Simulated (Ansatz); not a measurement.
`[Cl][Ga]([Cl])[Br]` + H–F → `[F][Ga]([Cl])[Br]` + HCl at 400 K and 1 bar (ligand exchange at a Ga–Cl bond).

Calculated with Ansatz (gas phase, PBE0-D4/def2-TZVP geometries, no zero-point term in ΔE). CCSD(T)/CBS adds triple-zeta CCSD(T) − MP2 to the extrapolated MP2 energy (def2 sets, frozen cores). This one scheme is used for every species. For Br, Ga outer-core shells are correlated without core-valence functions, which leaves a few kJ/mol of doubt a bond. Scalar relativity is left out up to krypton.

```csv
species,CCSD(T)/CBS energy (Eh),H − E (kJ/mol),S (J/(mol·K))
`[Cl][Ga]([Cl])[Br]`,-5416.98025,35.1,369.3
H–F,-100.39570,36.5,182.2
`[F][Ga]([Cl])[Br]`,-5056.97994,36.2,363.3
HCl,-460.38127,29.6,195.4
```

H − E and S are ideal-gas, rigid-rotor, harmonic terms from PBE0-D4/def2-TZVP. 1 Eh = 2625.50 kJ/mol, R = 8.31446 J/(mol·K).

**Question.** By hand: ΔE, ΔH, ΔS and ΔG.

**Answer.** ΔE = (-5056.97994) + (-460.38127) − (-5416.98025) − (-100.39570) = 0.01474 Eh = 38.7 kJ/mol. Δ(H − E) = 36.2 + 29.6 − 35.1 − 36.5 = -5.8, so ΔH = 32.9 kJ/mol. ΔS = 363.3 + 195.4 − 369.3 − 182.2 = 7.2 J/(mol·K). ΔG = 32.9 − 400 × (7.2)/1000 = 30.0 kJ/mol.

**Question.** By hand: the equilibrium constant, and the temperature at which ΔG would vanish if ΔH and ΔS stayed fixed.

**Answer.** log₁₀ K = −ΔG/(RT ln 10) = -3.9. ΔG = 0 at ΔH/ΔS = 4569 K, far beyond where these terms or the molecules hold.

The number of gas molecules stays the same, so ΔS is small and ΔH decides. A doubt of 5 kJ/mol in ΔE shifts log₁₀ K by 0.7 here. These are equilibria of isolated gas molecules and say nothing of rates. Largest T1 diagnostic: 0.011 (customary marks: 0.02 for closed shells, 0.045 for open ones).
